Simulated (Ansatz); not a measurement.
Reactions of C2H5ClMg (`C[CH2][Mg][Cl]`).

Isolated molecules relaxed with PBE0-D4/def2-TZVP in Ansatz; ΔE leaves out vibrations. CCSD(T)/CBS adds triple-zeta CCSD(T) − MP2 to the extrapolated MP2 energy (def2 sets, frozen cores). This one scheme is used for every species. DFT in def2-TZVPP. For Mg outer-core shells are correlated without core-valence functions, which leaves a few kJ/mol of doubt a bond. Each species was taken in one conformer, which may not be the lowest.

| reaction | HF/CBS(def2) (kJ/mol) | r2SCAN-D4 (kJ/mol) | CCSD/CBS(def2) (kJ/mol) | ωB97M-V (kJ/mol) | CCSD(T)/CBS(def2) (kJ/mol) |
| --- | --- | --- | --- | --- | --- |
| `C[CH2][Mg][Cl]` + H₂ → `[CH3][Mg][Cl]` + CH₄ | -110 | -95 | -95 | -94 | -92 |
| `C[CH2][Mg][Cl]` + H₂ → `C[CH2][MgH]` + HCl | 190 | 196 | 193 | 188 | 195 |
| `C[CH2][Mg][Cl]` + H–F → `C[CH2][Mg][F]` + HCl | 31 | 23 | 25 | 22 | 25 |
| `C[CH2][Mg][Cl]` + `CB(O)F` → `CCOB(C)F` + `[MgH][Cl]` | 29 | 45 | 52 | 44 | 54 |

Largest T1 diagnostic: 0.012, for `CB(O)F`.
